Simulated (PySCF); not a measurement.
Screening by computed properties: pick the candidate that meets the target.

All species are isolated and taken at one optimised geometry, non-relativistic unless stated; the electronic structure was computed with PySCF and density fitting.

The conformers computed, where there is a choice (atom-mapped SMILES and torsion angles):
- `[CH3:1][CH2:2][c:3]1[cH:4][c:5]([O:6][CH3:7])[p:8][cH:9][p:10]1`: C1–C2–C3–C4 84°, C4–C5–O6–C7 -179°
- `[CH:1]#[C:2][P@@H:3](=[O:4])[C:5]#[C:6][P:7]([CH3:8])[CH2:9][CH3:10]`: C6–P7–C9–C10 72°
- `[F:1][CH2:2][O:3]/[CH:4]=[CH:5]\[CH:6]([F:7])[F:8]`: F1–C2–O3–C4 70°, C2–O3–C4–C5 -173°, C4–C5–C6–F7 -109°
- `[CH3:1][C:2]#[C:3]/[CH:4]=[C:5](\[CH:6]=[O:7])[CH2:8][C:9]#[N:10]`: C4–C5–C6–O7 -178°, C4–C5–C8–C9 40°

Task: Wanted: HOMO energy below -7 eV (PBE0/pcSseg-1) and dipole moment above 4.6 D (PBE0/pcSseg-1), at GFN2-xTB geometries. Which candidate meets both?
A. `CC#C/C=C(\C=O)CC#N`
B. `CCC1=CC(OC)=PC=P1`
C. `FCO/C=C\C(F)F`
D. `C#C[P@@H](=O)C#CP(C)CC`

Result: A. Computed values:
```
               species  HOMO energy  dipole moment
         FCO/C=C\C(F)F     -7.72 eV         3.50 D
    CC#C/C=C(\C=O)CC#N     -7.54 eV         5.05 D
C#C[P@@H](=O)C#CP(C)CC     -7.21 eV         4.10 D
     CCC1=CC(OC)=PC=P1     -6.51 eV         1.78 D
```
